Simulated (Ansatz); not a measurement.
Coupled-cluster run, CH₈N₂Si₂ (`[SiH3]/N=C\N[SiH3]`).

```yaml
crystal:
  periodic: [false, false, false]
  atoms:
    - {symbol: Si, position_ang: [-1.972627, 0.640833, -0.086638]}
    - {symbol: N, position_ang: [-0.517883, 1.256717, 0.531237]}
    - {symbol: C, position_ang: [0.716475, 1.126962, 0.724784]}
    - {symbol: N, position_ang: [1.526000, 0.083559, 0.365977]}
    - {symbol: Si, position_ang: [1.037081, -1.370859, -0.475911]}
    - {symbol: H, position_ang: [-2.942063, 0.542028, 1.035718]}
    - {symbol: H, position_ang: [-2.487345, 1.604844, -1.094145]}
    - {symbol: H, position_ang: [-1.926243, -0.701177, -0.746104]}
    - {symbol: H, position_ang: [1.271768, 1.921439, 1.243937]}
    - {symbol: H, position_ang: [2.493464, 0.196664, 0.626705]}
    - {symbol: H, position_ang: [0.483843, -1.051482, -1.812767]}
    - {symbol: H, position_ang: [0.043844, -2.135714, 0.313854]}
    - {symbol: H, position_ang: [2.294183, -2.148413, -0.611946]}
basis:
  gaussian: {orbitals: def2-TZVPP}
correlation: {method: ccsd_t}
output: {orbitals: {seedname: orbitals}}
```

```sh
$ ansatz run in.yaml --threads 4 --pin off --events-out ev --progress --plain --max-ram 10444MiB
```

Log, shortened:

```
Functional definition: HF
1669 factors; integrals over basis functions are off by at most 1.1e-3 eV
mean field evaluation 1: about -19843.1134 eV, gradient 4.2e1 eV
mean field evaluation 2: about -19843.4183 eV, gradient 4.2e1 eV
mean field evaluation 4: about -19847.8535 eV, gradient 5.0e0 eV
mean field evaluation 8: about -19847.9489 eV, gradient 3.6e-1 eV
mean field evaluation 16: about -19847.9502 eV, gradient 1.4e-6 eV
mean field -19847.95018455 eV, -729.3987158584 hartree, gradient 1.4e-6 eV, S^2 0.000000; 0 other end points of the search recorded, 0 dependent functions left out
13 core orbitals not correlated: weight in the atoms' cores, before any rotation towards them, 1.000 or more for the frozen orbitals, at most 0.000 for the correlated occupied ones
reference -19847.95018455 eV, -729.3987158584 hartree; 15, 15 occupied and 261, 261 virtual orbitals, 1669 factors
second order -22.34800449 eV of doubles, -0.00000000 eV of singles
cycle   1  -22.95139359 eV  change   -6.0e-1 eV  update   1.2e-1
cycle   2  -23.62999996 eV  change   -6.8e-1 eV  update   3.6e-2
cycle   3  -23.78424398 eV  change   -1.5e-1 eV  update   2.0e-2
cycle   4  -23.76828131 eV  change    1.6e-2 eV  update   5.1e-3
cycle   5  -23.76663455 eV  change    1.6e-3 eV  update   2.7e-3
cycle   6  -23.76751133 eV  change   -8.8e-4 eV  update   7.8e-4
cycle   7  -23.76717051 eV  change    3.4e-4 eV  update   3.2e-4
cycle   8  -23.76711650 eV  change    5.4e-5 eV  update   1.1e-4
cycle   9  -23.76716428 eV  change   -4.8e-5 eV  update   4.1e-5
cycle  10  -23.76715776 eV  change    6.5e-6 eV  update   1.6e-5
perturbative correction -0.99209613 eV, -0.0364588603 hartree
Total energy: -19872.70943844 eV, -730.3086016563 hartree
```

Hardware: 4 threads of an Intel Xeon 6975P-C on a shared host. Wall time 2.5 min, peak host memory 3.5 GiB.

MP2 recovers 90.3 % of the CCSD(T) correlation energy and the triples give 4.0 %; T1 = 0.0141.
